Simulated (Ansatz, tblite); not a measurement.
Cost and result up the ladder for WN(NH2)3 (WN4H6) (11 atoms). Charge 0, multiplicity 1. Geometry: PBE0-D4/def2-SVP.

```xyz
11

W    -0.087   -0.069    0.287
N    -0.557   -0.440    1.837
N     1.840   -0.429    0.285
H     2.377   -0.765    1.076
H     2.446   -0.302   -0.521
N    -0.562    1.822    0.100
H    -0.409    2.372   -0.741
H    -0.993    2.395    0.818
N    -1.144   -1.289   -0.824
H    -1.809   -1.972   -0.479
H    -1.101   -1.323   -1.839
```

Ansatz on 4 threads of Arm Neoverse V2 on a shared host; xTB runs through tblite on one thread. Times are rough, summed over both states, and most runs start from the orbitals of an earlier one. PBE0-D4/def2-TZVP serves as the yardstick here, not as an exact answer. The other state is a doublet.

In the def2 sets W takes a core potential; there is no spin–orbit coupling. The xTB rows come from tblite.

Raw xTB energies of ions are shifted by several eV.

```json
{"level": "GFN2-xTB", "functions": "31", "wall time": "0.01 s", "vertical IE (eV)": "12.20", "difference from PBE0-D4/def2-TZVP (eV)": "3.35"}
{"level": "GFN1-xTB", "functions": "37", "wall time": "0.011 s", "vertical IE (eV)": "13.12", "difference from PBE0-D4/def2-TZVP (eV)": "4.26"}
{"level": "PBE-D4/def2-TZVP (with forces)", "functions": "200", "wall time": "6.2 s", "vertical IE (eV)": "8.54", "difference from PBE0-D4/def2-TZVP (eV)": "-0.32"}
{"level": "PBE0-D4/def2-TZVP", "functions": "200", "wall time": "7.8 s", "vertical IE (eV)": "8.86", "difference from PBE0-D4/def2-TZVP (eV)": "0.00"}
{"level": "r2SCAN-D4/def2-TZVP", "functions": "200", "wall time": "13 s", "vertical IE (eV)": "8.63", "difference from PBE0-D4/def2-TZVP (eV)": "-0.22"}
```
